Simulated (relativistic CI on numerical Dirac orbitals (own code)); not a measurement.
Rh⁶⁺ (4d3) in a crystal field

Calculated by Dirac-Coulomb-Breit CI, separate exchange-only KLI orbitals for each configuration, model QED, valence Slater integrals scaled by 0.8, one configuration in a parametric crystal field (own radial code).

Field parameters in Wybourne normalisation: Oh B⁴₀ = 21Dq, B⁴₄ = √(5/14) B⁴₀. The field is a parameter set, without covalency.

S is read from ⟨S²⟩ = S(S + 1).

Levels (cm⁻¹, degeneracy): 0 (4), 13886 (4), 14936 (2), 15505 (4), 15650 (2), 16718 (4), 18400 (4), 18631 (2), 22041 (2), 22963 (4), 23959 (2), 24769 (4).

**Question.** Which field gives this pattern?
A. Oh, 10Dq = 42600 cm⁻¹
B. Oh, 10Dq = 22150 cm⁻¹
C. Oh, 10Dq = 28950 cm⁻¹
D. Oh, 10Dq = 15350 cm⁻¹

**Answer.** D. Oh, 10Dq = 15350 cm⁻¹, ground level with S = 1.49.
